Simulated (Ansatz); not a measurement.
CH₂F₂SSi, SMILES `F[C@H]1S[Si@@H]1F` at its PBE0-D4/def2-TZVP geometry, where that method's forces vanish. The species carries charge 0 and has multiplicity 1.

```xyz
7

F     1.8028   -0.7911   -0.3849
C     0.5104   -0.7780    0.0460
S     0.2513    0.1225    1.6626
Si   -0.5376    0.7209   -0.1503
F    -2.0963    0.5909   -0.4209
H     0.1180   -1.7911    0.0826
H    -0.0487    1.9260   -0.8351
```

Q: What forces (eV/Å) does ωB97M-V/def2-TZVPP give on these atoms in the Gaussian-basis code of Ansatz? (Estimate.)

A: Ansatz gave: 
```
F1   0.288  0.030 -0.082
C2  -0.395 -0.107  0.050
S3   0.017  0.016  0.042
Si4  0.224  0.133 -0.074
F5  -0.113 -0.017 -0.020
H6   0.040  0.106 -0.004
H7  -0.060 -0.162  0.088
```
